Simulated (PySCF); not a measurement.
B(Cl)(F)(NHMe) (CH4BClFN), SMILES CNB(Cl)F.

Geometry optimised at r2SCAN-D4/def2-SVP. This is a generated structure with no PubChem entry under its InChIKey; it may be hypothetical. One conformer was computed; it need not be the lowest.

Computed with PySCF with PBE/def2-TZVP.

The molecule is in vacuum.

Computed frontier levels, gap, dipole moment and polarisability:
```json
{
  "highest_occupied_level": "-6.49 eV",
  "lowest_empty_level": "-0.03 eV",
  "orbital_gap": "6.46 eV",
  "dipole_moment": "2.93 D",
  "quadrupole, principal values (traceless, Buckingham form, about the centre of nuclear charge)": "-1.54, -1.22, 2.76 D·Å",
  "mean_static_polarisability": "48.1 bohr³ (7.12 Å³)",
  "polarisability_principal_values": "36.4, 43.4, 64.5 bohr³"
}
```
